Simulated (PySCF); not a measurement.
## Electron correlation in Pt⁴⁶⁺ (platinum, charge +46)

Starting occupation: [Ar] 3d10 4s2 4p2, 4p1/2 with m_j = -1/2, +1/2. Computed with PySCF 2.14 in an uncontracted even-tempered set (16 s from 6.3 bohr⁻², ratio 2.8; 13 p from 8.2 bohr⁻², ratio 2.8; 8 d from 15 bohr⁻², ratio 2.8; 4 f from 35 bohr⁻², ratio 3), with X2C-1e with screened-nucleus spin-orbit coupling, Gaussian nucleus. Frozen: [Ne]; 22 electrons correlated; the 72 highest virtual spinors left out.

MP2 pair energies summed by pair of shells (mhartree):

```json
{"pair": "3d3/2-3d5/2", "energy": "-185.24", "share (%)": "20.0"}
{"pair": "3d5/2-3d5/2", "energy": "-132.21", "share (%)": "14.3"}
{"pair": "3d5/2-3p3/2", "energy": "-66.09", "share (%)": "7.1"}
{"pair": "3d3/2-3d3/2", "energy": "-56.19", "share (%)": "6.1"}
{"pair": "3d3/2-3p3/2", "energy": "-44.69", "share (%)": "4.8"}
{"pair": "3d5/2-4p1/2", "energy": "-41.55", "share (%)": "4.5"}
{"pair": "3d5/2-4s1/2", "energy": "-41.20", "share (%)": "4.4"}
{"pair": "4p1/2-4s1/2", "energy": "-39.47", "share (%)": "4.3"}
{"pair": "4s1/2-4s1/2", "energy": "-33.46", "share (%)": "3.6"}
{"pair": "4p1/2-4p1/2", "energy": "-29.76", "share (%)": "3.2"}
{"pair": "3d3/2-4p1/2", "energy": "-26.29", "share (%)": "2.8"}
{"pair": "3p3/2-3p3/2", "energy": "-25.42", "share (%)": "2.7"}
{"pair": "3d3/2-4s1/2", "energy": "-25.39", "share (%)": "2.7"}
{"pair": "3d5/2-3p1/2", "energy": "-24.72", "share (%)": "2.7"}
{"pair": "3d5/2-3s1/2", "energy": "-22.78", "share (%)": "2.5"}
{"pair": "3p1/2-3p3/2", "energy": "-21.54", "share (%)": "2.3"}
{"pair": "3p3/2-4p1/2", "energy": "-17.67", "share (%)": "1.9"}
{"pair": "3p3/2-4s1/2", "energy": "-16.94", "share (%)": "1.8"}
{"pair": "3d3/2-3p1/2", "energy": "-16.32", "share (%)": "1.8"}
{"pair": "3d3/2-3s1/2", "energy": "-15.26", "share (%)": "1.6"}
{"pair": "3p3/2-3s1/2", "energy": "-12.21", "share (%)": "1.3"}
{"pair": "3p1/2-3s1/2", "energy": "-5.63", "share (%)": "0.6"}
{"pair": "3p1/2-3p1/2", "energy": "-5.26", "share (%)": "0.6"}
{"pair": "3p1/2-4s1/2", "energy": "-5.21", "share (%)": "0.6"}
{"pair": "3p1/2-4p1/2", "energy": "-4.76", "share (%)": "0.5"}
{"pair": "3s1/2-4p1/2", "energy": "-3.94", "share (%)": "0.4"}
{"pair": "3s1/2-3s1/2", "energy": "-3.63", "share (%)": "0.4"}
{"pair": "3s1/2-4s1/2", "energy": "-3.37", "share (%)": "0.4"}
```

Total MP2 correlation energy: -926.22 mhartree.

At this charge the one-electron X2C treatment keeps the bare 1/r₁₂, with no two-electron picture change or Breit term. The effect here is smaller than on the frozen 1s shell.
